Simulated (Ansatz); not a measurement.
C$_{2}$H$_{3}$O, charge -1, singlet, geometry from GFN2-xTB (a gas-phase anion, which may not be bound at this level). Base run: B3LYP/aug-cc-pVDZ (Ansatz, a program for electronic structure).

The Ansatz input:
Ansatz 0.2 input:
```yaml
crystal:
  periodic: [false, false, false]
  atoms:
    - {symbol: O, position_ang: [1.14119970, 0.27275617, -0.37828883]}
    - {symbol: C, position_ang: [0.01399973, 0.30902939, 0.19007090]}
    - {symbol: H, position_ang: [-0.19132679, 1.20747699, 0.86167798]}
    - {symbol: C, position_ang: [-1.01879722, -0.56413534, 0.13347947]}
    - {symbol: H, position_ang: [-1.93523585, -0.39299447, 0.68579554]}
    - {symbol: H, position_ang: [-0.97425000, -1.46589618, -0.46246509]}
basis:
  gaussian:
    orbitals: aug-cc-pVDZ
hamiltonian:
  xc: b3lyp
total_charge: -1
```

Variants of this job, named by their change:

| change | basis functions | E (Eh) |
|---|---|---|
| base | 96 | -153.26163 |
| basis = STO-3G | 18 | -151.04173 |
| basis = 3-21G | 33 | -152.34759 |
| basis = def2-SV(P) | 48 | -153.09421 |
| basis = pcseg-1 | 57 | -153.20272 |
| basis = cc-pVDZ | 57 | -153.22175 |
| basis = 6-311G** | 72 | -153.26584 |
| basis = 6-311++G** | 87 | -153.28894 |
| basis = aug-pcseg-1 | 96 | -153.22372 |
| basis = 6-311+G(2d,p) | 99 | -153.29172 |
| basis = def2-TZVP | 111 | -153.29916 |
| basis = pcseg-2 | 132 | -153.30354 |
| basis = def2-TZVPD | 141 | -153.30493 |

Totals compare only among sets that treat the same electrons; sets with core potentials leave the core out.

A gas-phase anion may not be bound at this level; its values then depend on the basis.
